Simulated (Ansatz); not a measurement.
Consider the isomerisation: `C#CC[SiH2][GaH2]` → `[SiH3]C1=[CH][GaH][CH2]1`.

Isolated molecules relaxed with PBE0-D4/def2-TZVP in Ansatz; ΔE leaves out vibrations. CBS: MP2 limit from def2 TZ/QZ plus the TZ coupled-cluster correction, frozen cores. Functionals use def2-TZVPP. B3LYP here is the variant with VWN-RPA as its local correlation; programs differ in this. For Ga outer-core shells are correlated without core-valence functions, which leaves a few kJ/mol of doubt a bond. Scalar relativity is left out up to krypton. Each species was taken in one conformer, which may not be the lowest.

```json
{"level": "PBE-D4", "ΔE (kJ/mol)": "-30.5", "difference from CCSD(T)/CBS": "5.5"}
{"level": "r2SCAN-D4", "ΔE (kJ/mol)": "-29.8", "difference from CCSD(T)/CBS": "6.2"}
{"level": "PBE0-D4", "ΔE (kJ/mol)": "-34.5", "difference from CCSD(T)/CBS": "1.5"}
{"level": "B3LYP-D4", "ΔE (kJ/mol)": "-29.0", "difference from CCSD(T)/CBS": "7.0"}
{"level": "ωB97X-V", "ΔE (kJ/mol)": "-37.2", "difference from CCSD(T)/CBS": "-1.2"}
{"level": "ωB97M-V", "ΔE (kJ/mol)": "-31.5", "difference from CCSD(T)/CBS": "4.5"}
{"level": "B2PLYP", "ΔE (kJ/mol)": "-33.2", "difference from CCSD(T)/CBS": "2.8"}
{"level": "PBE", "ΔE (kJ/mol)": "-32.1", "difference from CCSD(T)/CBS": "3.9"}
{"level": "r2SCAN", "ΔE (kJ/mol)": "-30.1", "difference from CCSD(T)/CBS": "5.9"}
{"level": "PBE0", "ΔE (kJ/mol)": "-36.0", "difference from CCSD(T)/CBS": "0.0"}
{"level": "B3LYP", "ΔE (kJ/mol)": "-31.7", "difference from CCSD(T)/CBS": "4.3"}
{"level": "HF/def2-TZVPP", "ΔE (kJ/mol)": "-33.2", "difference from CCSD(T)/CBS": "2.8"}
{"level": "MP2/def2-TZVPP", "ΔE (kJ/mol)": "-38.2", "difference from CCSD(T)/CBS": "-2.2"}
{"level": "SCS-MP2/def2-TZVPP", "ΔE (kJ/mol)": "-37.4", "difference from CCSD(T)/CBS": "-1.4"}
{"level": "CCSD/def2-TZVPP", "ΔE (kJ/mol)": "-34.9", "difference from CCSD(T)/CBS": "1.1"}
{"level": "CCSD(T)/def2-TZVPP", "ΔE (kJ/mol)": "-35.2", "difference from CCSD(T)/CBS": "0.8"}
{"level": "HF/def2-QZVPP", "ΔE (kJ/mol)": "-33.1", "difference from CCSD(T)/CBS": "2.9"}
{"level": "MP2/def2-QZVPP", "ΔE (kJ/mol)": "-38.6", "difference from CCSD(T)/CBS": "-2.6"}
{"level": "SCS-MP2/def2-QZVPP", "ΔE (kJ/mol)": "-37.7", "difference from CCSD(T)/CBS": "-1.7"}
{"level": "HF/CBS(def2)", "ΔE (kJ/mol)": "-33.1", "difference from CCSD(T)/CBS": "2.9"}
{"level": "MP2/CBS(def2)", "ΔE (kJ/mol)": "-39.0", "difference from CCSD(T)/CBS": "-3.0"}
{"level": "CCSD/CBS(def2)", "ΔE (kJ/mol)": "-35.8", "difference from CCSD(T)/CBS": "0.2"}
{"level": "CCSD(T)/CBS", "ΔE (kJ/mol)": "-36.0", "difference from CCSD(T)/CBS": "0"}
```

Largest T1 diagnostic among the species: 0.013.

From PBE to PBE0 (25 % exact exchange), in def2-TZVPP and without D4, ΔE moves by −3.8 kJ/mol.

CCSD(T)/CBS has its own doubt, a few kJ/mol and more with outer-core shells, so smaller differences from it don't rank the levels.
